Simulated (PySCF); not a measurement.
Se(Br)(Me) (CH₃BrSe), SMILES C[Se]Br. Atoms are numbered in the order given.

```xyz
6

Se     0.4992    -0.9275     0.0000
Br    -0.1231     1.3496     0.0000
C     -1.3028    -1.6907     0.0000
H     -1.1565    -2.7822     0.0000
H     -1.8451    -1.3880    -0.9046
H     -1.8451    -1.3880     0.9046
```
Charge 0, spin multiplicity 1.

Coordinates come from a B3LYP-D3(BJ)/def2-SVP optimisation.

Two levels are set side by side: PBE/pcSseg-1 (PySCF) and B3LYP/pcSseg-1 (PySCF). GIAO shifts against Me2Se (⁷⁷Se), TMS (¹H), TMS (¹³C) at the same level; non-relativistic, no solvent, atoms listed together averaged. Without spin–orbit terms, shifts of atoms bonded to Cl or Br come out too high at both levels. Differences are taken from unrounded values.

```
quantity               B3LYP     PBE  PBE minus B3LYP
--------------------  ------  ------  ---------------
δ(⁷⁷Se) of Se1 (ppm)  1078.2  1064.3            -13.8
δ(¹³C) of C3 (ppm)      32.7    32.9              0.2
```

Here PBE gives about what the other level gives.

Rough cost on one machine, each run with all the roots and properties that it gave: B3LYP against PBE within a factor of 2.
